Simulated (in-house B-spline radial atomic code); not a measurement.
How numerical settings move a run on the magnesium ion Mg³⁺, [He] 2s2 2p5. Computed with an all-electron radial atomic-structure program (B-spline basis): non-relativistic SCAN, spin-polarised, spherical fractional occupations, point nucleus.

Command:
```bash
python run_scf.py task.json out
```
Settings of the sound reference run:
```
Z                12
electrons        9
configuration    [He] 2s2 2p5
hamiltonian      nr
method           scan,scan
spin_polarised   True
knot_spacing     0.22
spline_order     8
gauss_points     12
box_radius       16.22
max_iterations   70
damping          0.5
damped_steps     3
diis_vectors     10
tolerance        1e-08
start            Thomas-Fermi
```

Run time, properties included: 0.12 s on 1 thread of Intel(R) Xeon(R) 6975P-C, on a shared host.

It converges in 8 iterations to -196.251006 hartree, with 2p down at -95.458 eV. The other runs change the listed settings, some to values that make no sense; their results aren't properties of the atom or ion. Radii are in bohr (the nuclear one in fm), a minus after a letter asks for a j subshell, and «unchanged» means within 1e-8 hartree. The run stops when the residual is below 10 × tolerance × max(1, Z/10), or a noise floor if that is larger, and the energy moves by less than 1e-8 × √|E| hartree; so very loose and very tight tolerances often act alike.

| changed settings | outcome |
| --- | --- |
| knot_spacing = 2 | converged in 8 iterations, energy +7.92e+00 hartree from the reference, 2p down level -3.6e+00 eV (the program warns: 2p down reaches the box edge; 1s up reaches the box edge) |
| knot_spacing = 0.4 | converged in 8 iterations, energy +1.10e-04 hartree from the reference, 2p down level +3.4e-04 eV |
| tolerance = 1e-05 | converged in 6 iterations, energy unchanged, 2p down level +8.3e-04 eV |
| knot_spacing = 1 | converged in 8 iterations, energy +2.23e-01 hartree from the reference, 2p down level -1.5e-01 eV |
| tolerance = 1e-13 | converged in 9 iterations, energy unchanged, 2p down level +1.1e-06 eV |
| electrons = 11, configuration = [He] 2s2 2p7, max_iterations = 60 | stopped with error: shell 2p holds at most 3 electrons (per spin) |
| diis_vectors = 2 | converged in 9 iterations, energy unchanged, 2p down level -2.8e-06 eV |
| knot_spacing = 1.4 | converged in 8 iterations, energy +2.18e+00 hartree from the reference, 2p down level -1.0e+00 eV (the program warns: 1s up reaches the box edge; 1s down reaches the box edge) |
| knot_spacing = 0.75, gauss_points = 4, first_knot = 0.25, max_iterations = 75, damping = 0.2 | converged in 7 iterations, energy -3.47e+00 hartree from the reference, 2p down level -2.9e-01 eV |
| knot_spacing = 0.1 | converged in 8 iterations, energy -3.94e-04 hartree from the reference, 2p down level +5.1e-04 eV |
| electrons = 10, configuration = [He] 2s2 2p5 3s-1, max_iterations = 60 | stopped with error: j subshells need the Dirac Hamiltonian and l > 0 |
| knot_spacing = 0.75 | converged in 8 iterations, energy +5.00e-02 hartree from the reference, 2p down level -5.9e-02 eV |
| knot_spacing = 0.15 | converged in 8 iterations, energy -2.08e-04 hartree from the reference, 2p down level -7.2e-04 eV |
| diis_vectors = 1 | converged in 13 iterations, energy unchanged, 2p down level -3.4e-06 eV |
| diis_vectors = 20 | converged in 8 iterations, energy unchanged |
| spline_order = 5, max_iterations = 100, start = bare nucleus | converged in 8 iterations, energy +1.17e-06 hartree from the reference, 2p down level -7.8e-04 eV |

(1) What happens with tolerance = 1e-06?

(2) What happens with hamiltonian = dirac, method = hf, spin_polarised = False, nucleus = fermi, rms_radius = 3.057, mass_number = 24, atomic_mass = 23.98504, speed_of_light = 9.003265?

(3) What happens with diis_vectors = 0?

(4) What happens with knot_spacing = 0.75, max_iterations = 100, tolerance = 1e-05?

Answers

(1) Converged in 7 iterations, energy unchanged, 2p down level -1.4e-05 eV.

(2) Stopped with error: Z/c is past the critical charge.

(3) Converged in 17 iterations, energy unchanged.

(4) Converged in 6 iterations, energy +5.00e-02 hartree from the reference, 2p down level -5.9e-02 eV.
